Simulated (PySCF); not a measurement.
Q: Write Cartesian coordinates for `O=C1C[C@H](N[SiH3])CN1` as optimised with GFN2-xTB.

A: 
```xyz
18
C4H10N2OSi angstrom
O     -3.3011    1.2771   -0.6818
C     -2.2561    0.7807   -0.3386
C     -0.9241    0.8288   -1.0727
C      0.1113    0.3456   -0.0496
N      1.2011   -0.3771   -0.6351
Si     2.7299   -0.5706    0.1327
C     -0.7387   -0.4789    0.9525
N     -2.0631    0.0563    0.7851
H     -0.9787    0.1436   -1.9221
H     -0.7211    1.8251   -1.4584
H      0.5371    1.2054    0.4752
H      0.8766   -1.1214   -1.2355
H      2.6884   -1.3271    1.3959
H      3.2092    0.7815    0.4148
H      3.5304   -1.2858   -0.8552
H     -0.7016   -1.5450    0.6875
H     -0.3890   -0.3676    1.9812
H     -2.8192   -0.1643    1.4125
```

Orientation and origin are arbitrary. Atoms count from 1 in this order. The 5-membered ring C2–C3–C4–C7–N8 has internal angles of 103.2° to 115.3° (sum 534°, against 540° for a flat polygon); it is puckered, 0.11 Å rms from its mean plane, widest ring torsion 23°. Of the pairs four or more bonds apart, H9···H12 is among the closest relative to their van der Waals radii: 2.35 Å, 98 % of the sum of Bondi's values. N8 (amide nitrogen) is planar (angles 122.5°, 121.9° and 115.3°, sum 359.7°, 0.04 Å off the plane of its three neighbours). N5 (silicon-bound nitrogen) has angles 123.4°, 117.9° and 111.7°, sum 353.0°, 0.21 Å off the plane of its three neighbours.

Bonds between heavy atoms (Å): O1=C2 1.207, C2–C3 1.522, C3–C4 1.534, C4–N5 1.433, N5–Si6 1.722, C4–C7 1.551, C7–N8 1.438, C2–N8 1.351.

The geometry is computed with GFN2-xTB (gas phase).

Point group: C1 (no symmetry element, even within 0.4 Å). GFN2-xTB frequencies: not computed here. The numbers are those of one conformer (C3–C4–N5–Si6 159°, O1–C2–C3–C4 167°, C2–C3–C4–N5 147°, C3–C4–C7–N8 -23°, C4–C7–N8–C2 16°).
